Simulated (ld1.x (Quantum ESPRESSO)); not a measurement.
## silver ultrasoft: all-electron and pseudo phase curves

* Element: Ag
* Generator: ld1.x (Quantum ESPRESSO) 7.5
* Type: ultrasoft
* Functional: LDA (PZ)
* Relativity: scalar-relativistic
* Frozen core: [Kr]
* Valence charge: 11
* Reference configuration: 4d10 5s1 5p0
* Partial waves: 5s (bound): rcut 1.85, rcutus 2.15 bohr; 5s channel at 1.2 Ry: rcut 1.85, rcutus 2.15 bohr; 5p (bound, empty): rcut 2.70, rcutus 3.20 bohr; 5p channel at 0.6 Ry: rcut 2.70, rcutus 3.20 bohr; 4d (bound): rcut 1.40, rcutus 1.50 bohr; 4d channel at 0.65 Ry: rcut 1.40, rcutus 1.50 bohr
* Local potential: all-electron potential smoothed inside 2.15 bohr (lloc = -1)
* Core correction: Bessel-smoothed model core, default radius (core density twice the valence density)
* Augmentation charge: PSQ, radius 1.45 bohr

The phase is arctan(r·u′/u) with u = r·R(r), unwrapped; energies in Ry, scanned from -3 to 5 Ry. A pole is an energy at which the radial function vanishes at the test radius. The pseudo phase is shifted by a multiple of π to meet the all-electron one at the reference energy, and phase errors are pseudo minus all-electron; the curves can meet again beyond the range given. Levels narrower than the energy grid can be missing from the lists of poles.

```
channel  radius (bohr)  reference energy (Ry)  poles, all-electron     poles, pseudo  unbroken range about the reference energy with phases within 0.05 rad  phase error 1 Ry above the reference energy (rad)
      s           3.51                  -0.35           0.25, 4.50  0.25, 1.89, 4.54                                                              below 1.8                                             -0.000
      p           3.51                  -0.06                 1.01        1.01, 3.90                                                              below 2.4                                             -0.000
      d           3.51                  -0.56          -0.52, 2.47       -0.52, 2.47                                                        the whole range                                             +0.000
```

Phases in the p channel:

| E (Ry) | all-electron | pseudo |
| --- | --- | --- |
| -3.00 | 1.399 | 1.399 |
| -2.76 | 1.391 | 1.391 |
| -2.52 | 1.381 | 1.381 |
| -2.28 | 1.370 | 1.370 |
| -2.04 | 1.357 | 1.357 |
| -1.80 | 1.341 | 1.340 |
| -1.56 | 1.320 | 1.320 |
| -1.32 | 1.293 | 1.293 |
| -1.08 | 1.255 | 1.255 |
| -0.84 | 1.198 | 1.198 |
| -0.60 | 1.102 | 1.102 |
| -0.36 | 0.903 | 0.903 |
| -0.12 | 0.354 | 0.354 |
| 0.12 | -0.716 | -0.716 |
| 0.36 | -1.230 | -1.230 |
| 0.60 | -1.422 | -1.422 |
| 0.84 | -1.522 | -1.522 |
| 1.08 | -1.588 | -1.588 |
| 1.32 | -1.640 | -1.640 |
| 1.56 | -1.688 | -1.690 |
| 1.80 | -1.740 | -1.744 |
| 2.04 | -1.805 | -1.815 |
| 2.28 | -1.901 | -1.929 |
| 2.52 | -2.075 | -2.178 |
| 2.76 | -2.485 | -2.969 |
| 3.00 | -3.414 | -4.053 |
| 3.24 | -4.090 | -4.415 |
| 3.48 | -4.350 | -4.564 |
| 3.72 | -4.472 | -4.654 |
| 3.96 | -4.543 | -4.731 |
| 4.20 | -4.590 | -4.824 |
| 4.44 | -4.624 | -5.011 |
| 4.68 | -4.651 | -5.920 |
| 4.92 | -4.673 | -7.353 |
